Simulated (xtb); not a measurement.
xtb input (GFN1-xTB):

```bash
xtb mol.xyz --gfn 1 --opt tight --chrg 1 --uhf 0
```
mol.xyz:
```
2

Pb    -0.00000000    -0.00000000    -0.40746333
Cl     0.00000000     0.00000000     1.96541136
```

Output:

```
           -------------------------------------------------
          |                Calculation Setup                |
           -------------------------------------------------

           -------------------------------------------------
          |                 G F N 1 - x T B                 |
           -------------------------------------------------

        Reference                      10.1021/acs.jctc.7b00118
      * Hamiltonian:
        H0-scaling (s, p, d)           1.850000    2.250000    2.000000
        zeta-weighting                 0.000000
      * Dispersion:
        s8                             2.400000
        a1                             0.630000
        a2                             5.000000
        s9                             0.000000
      * Repulsion:
        kExp                           1.500000
        rExp                           1.000000
      * Coulomb:
        alpha                          2.000000
        third order                    atomic
        anisotropic                    false
      * Halogen bond correction:
        rad-scale                      1.300000
        damping                        0.440000

          ...................................................
          :                      SETUP                      :
          :.................................................:
          :  # basis functions                  14          :
          :  # atomic orbitals                  13          :
          :  # shells                            5          :
          :  # electrons                        10          :
          :  # halogen bonds                     0          :
          :  max. iterations                   250          :
          :  Hamiltonian                  GFN1-xTB          :
          :  restarted?                      false          :
          :  GBSA solvation                  false          :
          :  PC potential                    false          :
          :  electronic temp.          300.0000000     K    :
          :  accuracy                    1.0000000          :
          :  -> integral cutoff          0.2500000E+02      :
          :  -> integral neglect         0.1000000E-07      :
          :  -> SCF convergence          0.1000000E-05 Eh   :
          :  -> wf. convergence          0.2000000E-04 e    :
          :  Broyden damping             0.4000000          :
          :  net charge                          1          :
          :  unpaired electrons                  0          :
          ...................................................

 iter      E             dE          RMSdq      gap      omega  full diag
   1     -4.7788762 -0.477888E+01  0.155E+01    2.19       0.0  T
   2     -5.2067509 -0.427875E+00  0.167E+01    8.41       1.0  T
   3     -5.3283029 -0.121552E+00  0.116E+01    6.12       1.0  T
   4     -2.2763390  0.305196E+01  0.455E+01    3.61       1.0  T
   5     -5.3835703 -0.310723E+01  0.723E+00    5.10       1.0  T
   6     -5.4323494 -0.487791E-01  0.487E+00    4.38       1.0  T
   7     -5.4456243 -0.132749E-01  0.399E+00    4.16       1.0  T
[...]
         8                         -0.3534233              -9.6171
         9                         -0.2420816              -6.5874
        10                         -0.2420816              -6.5874
       ...                                ...                  ...
        13                         -0.1872363              -5.0950
      -------------------------------------------------------------
                  HL-Gap            0.1238069 Eh            3.3690 eV
             Fermi-level           -0.5973776 Eh          -16.2555 eV

 SCC (total)                   0 d,  0 h,  0 min,  0.001 sec
 SCC setup                      ...        0 min,  0.000 sec (  3.479%)
 Dispersion                     ...        0 min,  0.000 sec (  0.626%)
 classical contributions        ...        0 min,  0.000 sec (  0.210%)
 integral evaluation            ...        0 min,  0.000 sec ( 43.036%)
 iterations                     ...        0 min,  0.000 sec ( 14.210%)
 molecular gradient             ...        0 min,  0.000 sec ( 33.312%)
 printout                       ...        0 min,  0.000 sec (  4.039%)

         :::::::::::::::::::::::::::::::::::::::::::::::::::::
         ::                     SUMMARY                     ::
         :::::::::::::::::::::::::::::::::::::::::::::::::::::
         :: total energy              -5.470892939268 Eh    ::
         :: gradient norm              0.000213952877 Eh/a0 ::
         :: HOMO-LUMO gap              3.368956809554 eV    ::
         ::.................................................::
         :: SCC energy                -5.475198222378 Eh    ::
         :: -> electrostatic           0.147258119596 Eh    ::
         :: repulsion energy           0.004725454971 Eh    ::
         :: dispersion energy         -0.000420171861 Eh    ::
         :: halogen bond corr.         0.000000000000 Eh    ::
         :: add. restraining           0.000000000000 Eh    ::
         :: total charge               1.000000000000 e     ::
         :::::::::::::::::::::::::::::::::::::::::::::::::::::

           -------------------------------------------------
          |                Property Printout                |
           -------------------------------------------------

    * Orbital Energies and Occupations

         #    Occupation            Energy/Eh            Energy/eV
      -------------------------------------------------------------
         1        2.0000           -1.1122579             -30.2661
         2        2.0000           -1.0099712             -27.4827
         3        2.0000           -0.6649575             -18.0944
         4        2.0000           -0.6592810             -17.9399
         5        2.0000           -0.6592810             -17.9399 (HOMO)
         6                         -0.5354741             -14.5710 (LUMO)
         7                         -0.5354741             -14.5710
         8                         -0.3534233              -9.6171
         9                         -0.2420816              -6.5874
        10                         -0.2420816              -6.5874
        11                         -0.2335319              -6.3547
        12                         -0.2335319              -6.3547
        13                         -0.1872363              -5.0950
      -------------------------------------------------------------
                  HL-Gap            0.1238069 Eh            3.3690 eV
             Fermi-level           -0.5973776 Eh          -16.2555 eV

  Mulliken/CM5 charges         n(s)   n(p)   n(d)
     1Pb    0.94628  0.96735   1.985  1.069  0.000
     2Cl    0.05372  0.03265   1.951  5.003 -0.007

Wiberg/Mayer (AO) data.
largest (>0.10) Wiberg bond orders for each atom

 ---------------------------------------------------------------------------
     #   Z sym  total        # sym  WBO       # sym  WBO       # sym  WBO
 ---------------------------------------------------------------------------
     1  82 Pb   1.658 --     2 Cl   1.658
     2  17 Cl   1.658 --     1 Pb   1.658
 ---------------------------------------------------------------------------

Topologies differ in total number of bonds
Writing topology from bond orders to xtbtopo.mol

 dipole moment from electron density (au)
     X       Y       Z
  -0.0000   0.0000  -0.9087  total (Debye):    2.310

           -------------------------------------------------
          |                Geometry Summary                 |
           -------------------------------------------------

      molecular mass/u    :      242.6698456
   center of mass at/Å    :        0.0000000       0.0000000      -0.0549033
  moments of inertia/u·Å² :        0.0000000E+00   0.1680713E+03   0.1680713E+03
rotational constants/cm⁻¹ :             Infinity   0.1003005E+00   0.1003005E+00

 * 1 selected distances

     #   Z          #   Z                                           value/Å
     0   0          0   0                                         0.0000000 (max)

 * 0 distinct bonds (by element types)

   Z      Z             #   av. dist./Å        max./Å        min./Å

optimized geometry written to: xtbopt.xyz

           -------------------------------------------------
          | TOTAL ENERGY               -5.470892939268 Eh   |
          | GRADIENT NORM               0.000213952877 Eh/α |
          | HOMO-LUMO GAP               3.368956809554 eV   |
Note: The following floating-point exceptions are signalling: IEEE_DIVIDE_BY_ZERO IEEE_UNDERFLOW_FLAG IEEE_DENORMAL
normal termination of xtb
           -------------------------------------------------

------------------------------------------------------------------------
------------------------------------------------------------------------
 total:
 SCF:
 ANC optimizer:
```
